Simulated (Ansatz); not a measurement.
`C=C[Si@@H](O)N(C)[Si@@H](O)C=C` from Hartree–Fock to CCSD(T)

```tsv
atom	x (Å)	y (Å)	z (Å)
C1	-1.9739	0.7701	3.0208
C2	-1.7471	0.5271	1.7327
Si3	-0.7411	-0.8991	1.1149
O4	-0.2303	-1.6562	2.4902
N5	0.5789	-0.3635	0.1438
C6	1.4735	0.6317	0.7472
Si7	0.7927	-0.6968	-1.5342
O8	2.3411	-1.1856	-1.8295
C9	0.5596	0.7892	-2.6147
C10	-0.4849	0.9033	-3.4306
H11	-1.5785	0.1187	3.7941
H12	-2.5596	1.6223	3.3553
H13	-2.1658	1.2125	0.9960
H14	-1.5302	-1.8190	0.2559
H15	0.2514	-2.4763	2.3798
H16	2.4598	0.5999	0.2767
H17	1.0811	1.6492	0.6489
H18	1.6152	0.4302	1.8121
H19	-0.2121	-1.7306	-1.8918
H20	2.6659	-1.9260	-1.3151
H21	1.2809	1.6047	-2.5840
H22	-1.2326	0.1179	-3.5109
H23	-0.6439	1.7762	-4.0579
```

The species carries charge 0 and has multiplicity 1. The geometry is a stationary point of PBE0-D4/def2-TZVP. It is one conformer, not always the lowest. Frozen core, restricted reference, Ansatz. CBS rows extrapolate triple and quadruple zeta; past MP2 they add the triple-zeta difference.

```csv
basis,HF (Eh),MP2 corr.,CCSD corr.,(T),CCSD(T) total
def2-SVP,?,-1.39739,-1.49280,-0.04584,?
def2-TZVPP,-979.27233,?,?,?,?
def2-QZVPP,-979.30985,-1.87052,–,–,–
CBS(def2),-979.31502,-1.96305,-2.03666,as TZ,-981.42803
```

(1) Fill in the withheld values. (Estimate.)

Results:

(1) Ansatz gave: def2-SVP HF (Eh): -978.57699; def2-SVP CCSD(T) total: -980.11563; def2-TZVPP MP2 corr.: -1.74560; def2-TZVPP CCSD corr.: -1.81921; def2-TZVPP (T): -0.07635; def2-TZVPP CCSD(T) total: -981.16789.
